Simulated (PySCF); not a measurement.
Compound: BF2H5P2.
SMILES with atom numbers: `[BH3-:1][P+:2]([F:3])([F:4])[PH2:5]` (hydrogens: H6, H7, H8 on B1; H9, H10 on P5)

Geometry (PBE0-D3(BJ)/def2-SVP, Å), atoms numbered from 1 in this order:
```xyz
10
BF2H5P2 angstrom
B     -1.189    0.727   -0.401
P     -0.067   -0.346    0.612
F      0.156    0.155    2.105
F     -0.634   -1.806    0.886
P      1.999   -0.830    0.040
H     -0.571    1.779   -0.461
H     -2.236    0.765    0.219
H     -1.225    0.125   -1.463
H      1.569   -1.132   -1.289
H      2.250    0.542   -0.269
```

Computed, not measured: TDDFT CAM-B3LYP/def2-SVPD, vertical, gas phase, core orbitals frozen in the response (PySCF 2.14.0, density-fitted response routines).

Transition dipole moments from the ground state, in atomic units and in the frame of the coordinates above (overall signs are arbitrary), for the states with f of 0.002 or more among the lowest 8:

```
state  E (hartree)      μx      μy      μz
   S1       0.2318   0.082   0.143   0.094
   S2       0.2451  -1.200   0.305   0.300
   S4       0.2749   0.241  -0.190   0.154
   S5       0.2790   0.367  -0.535  -0.081
   S6       0.2793   0.720  -0.115   0.246
   S7       0.2821   0.071   0.083   0.071
   S8       0.2846  -0.220  -0.033   0.207
```

Question: What oscillator strength does each state have?

Answer: f = (2/3) ΔE |μ|² with ΔE in hartree (27.2114 eV).

| state | \|μ\|² (au) | \|μ\| (D) | f |
| --- | --- | --- | --- |
| S1 | 0.036 | 0.48 | 0.006 |
| S2 | 1.623 | 3.24 | 0.265 |
| S4 | 0.118 | 0.87 | 0.022 |
| S5 | 0.428 | 1.66 | 0.080 |
| S6 | 0.592 | 1.96 | 0.110 |
| S7 | 0.017 | 0.33 | 0.003 |
| S8 | 0.093 | 0.77 | 0.018 |

Question: Which bond between heavy atoms lies closest to the direction of the S2 transition dipole?

Answer: P2–P5, at 2° from it; next B1–P2 at 55°.

Question: What angle do the transition dipoles of S5 and S6 make?

Answer: |cos θ| = |μa·μb| / (|μa| |μb|) = 0.61, so θ ≈ 53° (taken between 0 and 90°, since the signs are arbitrary).

Question: What peak molar absorption coefficient would the strongest computed level give as a lone Gaussian band 0.5 eV wide at half height?

Answer: ε(max) = 2.175×10⁸ f / FWHM, with the width in cm⁻¹. S2: 2.175×10⁸ × 0.2652 / 4033 ≈ 14000 L mol⁻¹ cm⁻¹.

All these states lie below the vertical ionisation energy of 10.66 eV (ΔSCF).

One conformer stands for the species.
